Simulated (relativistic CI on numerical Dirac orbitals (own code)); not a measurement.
Sensitivity of the levels of Tc2+ to α and to the nuclear radius

Method of calculation: Dirac-Coulomb-Breit CI, separate exchange-only KLI orbitals for each configuration, valence Slater integrals scaled by 0.85, P86 correlation energy added to each configuration, derivatives by finite differences, QED left out (own radial code, finite nucleus).

Configuration list (outside the closed core [Kr]): 4d5, 4d4.5s, 4d4.5p, 4d3.5s2, 4d4.5d, 4d3.5s.5p. Levels of other configurations are missing.

With x = (α/α₀)² − 1 an excitation energy changes as ω = ω₀ + qx; K = 2q/ω₀ is the relative enhancement. Terms are leading LS components, so labels can repeat. The field-shift factor is F = δν/δ⟨r²⟩ for the transition from the lowest level.

Lowest level 4d5 6S_5/2.

```
      Level  ω₀ (cm⁻¹)  q (cm⁻¹)         K  F (GHz/fm²)
 4d5 4G_5/2    20200.0    -706.1   -0.0699        0.142
 4d5 4G_7/2    20342.6    -430.7   -0.0423        0.144
4d5 4G_11/2    20420.4    -310.9   -0.0305        0.141
 4d5 4G_9/2    20437.2    -259.6   -0.0254        0.144
 4d5 4P_5/2    22524.5     -1746    -0.155        0.268
 4d5 4P_3/2    22771.7     -1393    -0.122        0.283
 4d5 4P_1/2    23127.7      -903   -0.0781        0.295
 4d5 4D_7/2    24654.2    -676.5   -0.0549        0.311
 4d5 4D_1/2    24963.4    -111.6  -0.00894        0.339
 4d5 4D_3/2    25271.8     268.9    0.0213        0.339
 4d5 4D_5/2    25313.5     201.1    0.0159        0.333
4d5 2I_11/2    29316.9    -681.9   -0.0465        0.121
4d5 2I_13/2    29625.7    -138.6  -0.00936        0.126
```

Correlation outside the listed configurations is missing or only estimated: errors of thousands of cm⁻¹ between configurations and terms are usual at this charge. Rates and lifetimes follow the computed energies and can be off by large factors. The fine structure of a lone outer electron comes out too small, for d and f at times inverted, and misplaced configurations move strength between like terms.
